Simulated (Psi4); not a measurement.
Which level was it?

AlClF2: 4 atoms, total charge 0, spin state singlet. SMILES: `[F][Al]([F])[Cl]`. The coordinates come from a PBE0-D4/def2-TZVP relaxation.

```xyz
4

F     0.9972    0.7218    1.1496
Al    0.0693   -0.0508    0.0536
F     0.2735   -1.6538   -0.1647
Cl   -1.3400    0.9828   -1.0386
```

A calculation with Psi4 1.11 gave:

```
total energy  : -902.1664 Eh
dipole moment : 0.52 D
HOMO energy   : -8.43 eV
LUMO energy   : -2.43 eV
HOMO–LUMO gap : 6.00 eV
largest force : 1.506 eV/Å
```

Question: Which of these levels gave the numbers?
A. SVWN5/def2-SVPD
B. B3LYP/def2-SVPD
C. revPBE/def2-SVPD
D. BLYP/def2-SVPD

Answer: D. The others give -898.3887 Eh (SVWN5/def2-SVPD), -902.2144 Eh (B3LYP/def2-SVPD), -901.9667 Eh (revPBE/def2-SVPD).
